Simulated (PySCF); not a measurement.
Geometry:
```tsv
atom	x (Å)	y (Å)	z (Å)
C1	-4.118	-0.201	-0.891
C2	-2.761	-0.594	-0.371
O3	-2.478	-1.726	-0.013
N4	-1.795	0.366	-0.308
Si5	-0.245	-0.213	0.305
O6	0.697	1.157	0.247
Si7	2.219	1.752	0.483
O8	3.344	0.572	0.253
Si9	3.806	-0.970	-0.139
H10	-4.053	0.047	-1.962
H11	-4.504	0.684	-0.364
H12	-4.809	-1.041	-0.759
H13	-1.980	1.319	-0.596
H14	0.344	-1.245	-0.588
H15	-0.354	-0.686	1.708
H16	2.440	2.840	-0.505
H17	2.344	2.254	1.878
H18	3.003	-1.957	0.643
H19	5.250	-1.129	0.193
H20	3.598	-1.218	-1.596
```

In vacuum, rapidly exchanging positions averaged, one conformer, non-relativistic Hamiltonian. Shielding tensors at HF/pcSseg-1 (GIAO); PBE0-D3(BJ)/def2-SVP geometry; PySCF.

References, each an isolated molecule treated in the same way: ¹³C and ¹H and ²⁹Si against TMS; H2O for ¹⁷O; ¹⁵N vs NH3.

```csv
atoms,nucleus,count,δ (ppm)
C2,¹³C,1,?
H10/H11/H12,¹H,3,2.03
H18/H19/H20,¹H,3,4.54
Si5,²⁹Si,1,?
O6,¹⁷O,1,44.6
O3,¹⁷O,1,430.5
Si9,²⁹Si,1,-44.8
Si7,²⁹Si,1,-49.1
N4,¹⁵N,1,?
H16/H17,¹H,2,4.29
C1,¹³C,1,23.2
O8,¹⁷O,1,20.4
H14/H15,¹H,2,?
H13,¹H,1,4.27
```

Q: Fill in the missing shifts.

A: 
- C2: 185.9 ppm, amide carbonyl carbon; it is a carbonyl in resonance with an O or N lone pair, the region of acids, esters and amides
- H14/H15: 4.78 ppm, hydrogen on a silicon bonded to N, O
- N4: 110.3 ppm, amide-type nitrogen
- Si5: -41.8 ppm, silicon bonded to N, O, 2 H

OH and NH positions are those of a molecule without intermolecular hydrogen bonds; in solution they move with solvent, concentration and temperature, and exchange usually removes their couplings. Shifts are as computed. Against solution values, carbons near 30 ppm lie about -0 ppm off and those near 130 ppm about +7 ppm. Of 1211 compounds with measured shifts, 218 miss one by over three times the rms of a fit or turn the order of signals round; such compounds aren't used in these exercises. Hydrogen bonding in solution shields acid and N–H amide carbonyl oxygens by tens of ppm. Hydrogen bonding in solution deshields acid and N–H amide carbonyl carbons by as much as 10 ppm beyond these values. Unscaled 17O shifts of doubly bonded oxygen tend to come out too high, by tens of ppm or more. Experimental scales use liquid or dissolved standards, which lie at an offset from isolated NH3 (liquid NH3: subtract about 20 ppm) and H2O (liquid H2O: subtract about 36 ppm).
